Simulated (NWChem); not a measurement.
System: C2H6O2Si; SMILES C1(O[SiH2]O1)C

Parts of the log:

```
             Northwest Computational Chemistry Package (NWChem) 7.3.0
             --------------------------------------------------------

                             Geometry "geometry" -> ""
                             -------------------------

 Output coordinates in angstroms (scale by  1.889725989 to convert to a.u.)

  No.       Tag          Charge          X              Y              Z
 ---- ---------------- ---------- -------------- -------------- --------------
    1 C                    6.0000     0.39078900    -2.00621400     0.00000000
    2 C                    6.0000    -0.46540000    -0.77137400     0.00000000
    3 O                    8.0000    -0.18050500     0.09383000    -1.10497400
    4 Si                  14.0000     0.18178300     1.31663600     0.00000000
    5 O                    8.0000    -0.18050500     0.09383000     1.10497400
    6 H                    1.0000     1.45500700    -1.72912300     0.00000000
    7 H                    1.0000     0.17863200    -2.60944200     0.89457500
    8 H                    1.0000     0.17863200    -2.60944200    -0.89457500
    9 H                    1.0000    -1.54147600    -1.03144700     0.00000000
   10 H                    1.0000     1.59032000     1.80002600     0.00000000
   11 H                    1.0000    -0.74889100     2.47901000     0.00000000

 Effective nuclear repulsion energy (a.u.)     249.2616180778

                                 NWChem DFT Module
                                 -----------------

 Summary of "ao basis" -> "ao basis" (spherical)
 ------------------------------------------------------------------------------
       Tag                 Description            Shells   Functions and Types
 ---------------- ------------------------------  ------  ---------------------
 C                          def2-svp                 6       14   3s2p1d
 O                          def2-svp                 6       14   3s2p1d
 Si                         def2-svp                 8       18   4s3p1d
 H                          def2-svp                 3        5   2s1p

            General Information
            -------------------
          SCF calculation type: DFT
          Wavefunction type:  closed shell.
          No. of atoms     :    11
          No. of electrons :    48
           Alpha electrons :    24
            Beta electrons :    24
          Charge           :     0
          Spin multiplicity:     1
          Use of symmetry is: off; symmetry adaption is: off
          Maximum number of iterations: 150
          AO basis - number of functions:   104
                     number of shells:    50
          Convergence on energy requested:  1.00D-06
          Convergence on density requested:  1.00D-05
          Convergence on gradient requested:  5.00D-04

              XC Information
              --------------
                         B3LYP Method XC Potential
                     Hartree-Fock (Exact) Exchange  0.200
                        Slater Exchange Functional  0.800 local
                    Becke 1988 Exchange Functional  0.720 non-local
              Lee-Yang-Parr Correlation Functional  0.810
                  VWN I RPA Correlation Functional  0.190 local

             Grid Information
             ----------------
          Grid used for XC integration:  medium
          Radial quadrature: Mura-Knowles
          Angular quadrature: Lebedev.
          Tag              B.-S. Rad. Rad. Pts. Rad. Cut. Ang. Pts.
          ---              ---------- --------- --------- ---------
          C                   0.70       49          12.0       434
          O                   0.60       49          10.0       434
          Si                  1.10       88          11.0       590
          H                   0.35       45          12.0       434
          Grid pruning is: on
          Number of quadrature shells:   554
          Spatial weights used:  Erf1

[...]

                     NWChem Electrostatic Potential Fit Module
                     -----------------------------------------

 Atom parameters

 Number of atoms is                                   11
 Number of basis functions is                        104

 Grid parameters

 Maximum number of grid points is                  42938
 Number of grid points is                          42937
 Grid range                                     0.300000 nm
 Grid spacing                                   0.020000 nm
 Probe radius                                   0.070000 nm
 Atom radius factor                             1.000000

 Atomic radii

    1    0.100000
    6    0.147000
    8    0.136000
   14    0.187000
 FASTESP  F
  using M.O. file = ./job.movecs

    Atom              Coordinates                           Charge

                                                  ESP

    1 C     0.039079   -0.200621    0.000000   -0.221183
    2 C    -0.046540   -0.077137    0.000000    0.766451
    3 O    -0.018051    0.009383   -0.110497   -0.654455
    4 Si    0.018178    0.131664    0.000000    1.043472
    5 O    -0.018051    0.009383    0.110497   -0.654562
    6 H     0.145501   -0.172912    0.000000    0.059923
    7 H     0.017863   -0.260944    0.089458    0.049144
    8 H     0.017863   -0.260944   -0.089458    0.048886
    9 H    -0.154148   -0.103145    0.000000   -0.075311
   10 H     0.159032    0.180003    0.000000   -0.179854
   11 H    -0.074889    0.247901    0.000000   -0.182512
                                            ------------
                                               -0.000000

 Dipole moment                                  0.134001

 Quadrupole moment Qxx                          0.566514
                   Qyy                         10.036777
                   Qzz                        -10.603290

 RMS deviation kJ/mol                           0.055089

 RRMS %                                        33.388919
```

Level: B3LYP/def2-SVP. All runs use the structure optimised with PBE0/def2-SVP. B3LYP is NWChem's, with the RPA form of VWN correlation.

Task: Write an input that gives this output.

Result: This is not unique; one that fits is the input that was run:
```
start job
memory heap 200 mb stack 900 mb global 1100 mb
geometry units angstroms noautosym nocenter noautoz
  C      0.390789    -2.006214     0.000000
  C     -0.465400    -0.771374     0.000000
  O     -0.180505     0.093830    -1.104974
  Si     0.181783     1.316636     0.000000
  O     -0.180505     0.093830     1.104974
  H      1.455007    -1.729123     0.000000
  H      0.178632    -2.609442     0.894575
  H      0.178632    -2.609442    -0.894575
  H     -1.541476    -1.031447     0.000000
  H      1.590320     1.800026     0.000000
  H     -0.748891     2.479010     0.000000
end
basis spherical
  C library def2-svp
  O library def2-svp
  Si library def2-svp
  H library def2-svp
end
dft
  xc b3lyp
  iterations 150
  mulliken
end
task dft energy
esp
  recalculate
  probe 0.07
  range 0.3
  factor 1.0
  spacing 0.02
end
task esp
```
